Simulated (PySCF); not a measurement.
Mapped SMILES: `[CH3:1][n:2]1[cH:3][cH:4][c:5]([C@H:6]([SiH3:7])[NH:8][SiH3:9])[cH:10]1`; H(Xn) means a hydrogen on atom n.

How the numbers were obtained: NMR shieldings at wB97X-D/pcSseg-1/GIAO, PBE0-D3(BJ)/def2-SVP structure, in PySCF 2.14 (no solvent, non-relativistic Hamiltonian, rapidly exchanging positions averaged, one conformer).

Chemical shifts δ = σref − σ; 13C, 1H, 29Si vs TMS; NH3 for 15N, all at this level.

```csv
atoms,nucleus,count,δ (ppm)
Si9,29Si,1,-51.7
C5,13C,1,135.1
H(C6),1H,1,3.49
C10,13C,1,121.2
H(C1),1H,3,3.44
H(C10),1H,1,6.40
C1,13C,1,36.5
H(Si9),1H,3,4.61
C4,13C,1,111.3
C3,13C,1,?
N8,15N,1,?
C6,13C,1,39.5
N2,15N,1,?
H(N8),1H,1,-0.07
H(C3),1H,1,?
H(Si7),1H,3,3.88
Si7,29Si,1,?
H(C4),1H,1,?
```

Complete the table.

## Answers


- C3: 128.6 ppm, aromatic CH next to a ring nitrogen
- H(C3): 6.46 ppm, hydrogen on an aromatic CH next to a ring nitrogen; the ring current deshields protons in the ring plane
- H(C4): 5.97 ppm, hydrogen on an aromatic CH
- N2: 169.7 ppm, pyrrole-type ring nitrogen
- N8: 19.0 ppm, nitrogen bonded to C, Si, H
- Si7: -50.5 ppm, silicon bonded to C, 3 H

OH/NH shifts are gas-phase values; hydrogen bonding in solution moves them, usually downfield. Shifts are as computed. Against solution values, carbons near 30 ppm lie about +1 ppm off and those near 130 ppm about +6 ppm. Of 1313 compounds with measured shifts, 239 miss one by over three times the rms of a fit or turn the order of signals round; such compounds aren't used in these exercises. Experimental scales use liquid or dissolved standards, which lie at an offset from isolated NH3 (liquid NH3: subtract about 20 ppm). Unscaled 15N shifts of sp2 nitrogen come out 20 to 40 ppm too high even then.
